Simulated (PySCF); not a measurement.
An unknown gives this computed stick spectrum. Computed with PySCF, TDDFT PBE0/def2-SVPD, vertical, gas phase, core orbitals frozen in the response. Geometries: GFN2-xTB, one conformer each.

```tsv
state	E (eV)	f
S1	5.33	0.112
S2	5.65	0.123
S3	5.76	0.0034
S4	6.20	0.0002
S5	6.38	0.0008
S6	6.53	0.050
S7	6.71	0.050
S8	6.83	0.0031
```

Orbital energies (eV): HOMO-3 -9.34, HOMO-2 -9.07, HOMO-1 -7.46, HOMO -6.97, LUMO -0.95, LUMO+1 0.12, LUMO+2 0.45.

**Question.** Which candidate is it? All have the formula C5H7ClSSi.
A. `CSC1=CC=C[Si@H]1Cl`
B. `ClC1=CC=CC[SiH2]S1`
C. `C[SiH2]C1=C(Cl)C=CS1`

**Answer.** C. Its S1, at 5.33 eV, is the highest among the candidates; the nearest of the others has S1 at 4.37 eV. S1 is HOMO→LUMO (91%). Löwdin shares by element: HOMO carbon 59% or more, chlorine 18% (atoms not listed hold the other 23%); LUMO carbon 54% or more, sulfur 21% (atoms not listed hold the other 25%). At the same level the other candidates give, for their lowest levels:
- `ClC1=CC=CC[SiH2]S1`: 4.37 eV (f 0.086); 4.85 eV (f 0.034); 5.34 eV (f 0.032); 5.55 eV (f 0.040); 5.75 eV (f 0.001); T1 3.06 eV; HOMO -6.45, LUMO -1.19 eV
- `CSC1=CC=C[Si@H]1Cl`: 3.33 eV (f 0.124); 4.98 eV (f 0.003); 5.16 eV (f 0.015); 5.40 eV (f 0.010); 5.50 eV (f 0.009); T1 2.02 eV; HOMO -5.94, LUMO -1.84 eV

Shape of the structure used: `[CH3:1][SiH2:2][c:3]1[s:4][cH:5][cH:6][c:7]1[Cl:8]`: C1–Si2–C3–S4 115°.
Triplets come from the Tamm–Dancoff approximation.
